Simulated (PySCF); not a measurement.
Compound: C₅H₉Cl₃Si.
Geometry (GFN2-xTB, Å), atoms numbered from 1 in this order:
```
atom  x, y, z in Å
Cl1    2.9999   -1.7746   -0.9285
C2     3.0428   -0.3186    0.0882
Cl3    3.1872   -0.7918    1.7965
Si4    1.4274    0.7059   -0.2004
Cl5    1.6742    2.4608    0.7464
C6    -0.0242   -0.2780    0.5282
C7    -1.3582    0.3938    0.2892
C8    -2.6076   -0.4318    0.2359
C9    -2.0642    0.1907   -1.0156
H10    3.9619    0.2077   -0.1648
H11    1.3436    0.9193   -1.6429
H12    0.1237   -0.4072    1.6048
H13   -0.0486   -1.2785    0.0940
H14   -1.4376    1.3754    0.7402
H15   -2.5153   -1.5011    0.3519
H16   -3.5134   -0.0273    0.6607
H17   -2.5981    1.0205   -1.4523
H18   -1.6021   -0.4588   -1.7433
```

Definitions: NICS(0) = −σiso at the ring centroid; NICS(1) = −σiso and NICS(1)zz = −σzz at ±1 Å along the ring normal z. Level: GIAO PBE0/pcSseg-1 (PySCF, non-relativistic, gas phase) on the GFN2-xTB geometry, one conformer.

Ring bond lengths (Å), with Mayer bond orders in brackets: C7–C8 1.499 (0.96), C8–C9 1.500 (0.97), C9–C7 1.497 (0.95).

Task: Give the NICS values of each ring in ppm.

Result: 
| ring | type | NICS(0) | NICS(1), two faces | NICS(1)zz, two faces | rms pucker (Å) | centre to ring atoms, mean (Å) |
| --- | --- | --- | --- | --- | --- | --- |
| C7–C8–C9 | 3-membered carbocycle; formal bonds all single | -44.7 | -8.7 / -8.5 | -23.8 / -21.3 | 0.00 | 0.87 |

Task: What do they say, and how far can they be read as aromaticity?

Result: 
- C7–C8–C9: mean NICS(1)zz -22.5 ppm, shielded. C7, C8, C9 have four or more neighbours, so the value isn't read as a sign of a π ring current. NICS(0) lies 36 ppm below the mean NICS(1).

Task: At the second NICS(1) probe listed for ring C7–C8–C9, 1 Å off the ring, how large is the induced field along the normal in 9.4 T applied along it?

Result: NICSzz × B0 = -21.3 ppm × 9.4 T = -200 μT, against the applied field.

Task: What are the shieldings of the ring atoms and their hydrogens in the same run (means over atoms taken as equivalent)?

Result: 
```tsv
atoms	environment	σ isotropic (ppm)	principal values of the symmetric part, first atom (ppm)
C7	three-membered-ring carbon	180.6	155.2, 167.6, 219.1
C8	three-membered-ring carbon	177.3	144.1, 175.2, 212.5
C9	three-membered-ring carbon	179.3	147.2, 176.4, 214.4
H14	methine hydrogen	30.94	22.7, 30.6, 39.6
H15	methylene hydrogen	31.57	25.4, 29.5, 39.7
H16	methylene hydrogen	31.05	24.9, 26.5, 41.7
H17	methylene hydrogen	31.21	25.8, 26.2, 41.6
H18	methylene hydrogen	31.75	26.4, 29.5, 39.3
```

Time: 48 s of wall time; peak memory 0.97 GiB. Hardware: one thread, Arm Neoverse V2 (aarch64), on a shared host. This is the whole shielding run at PBE0/pcSseg-1, SCF included.
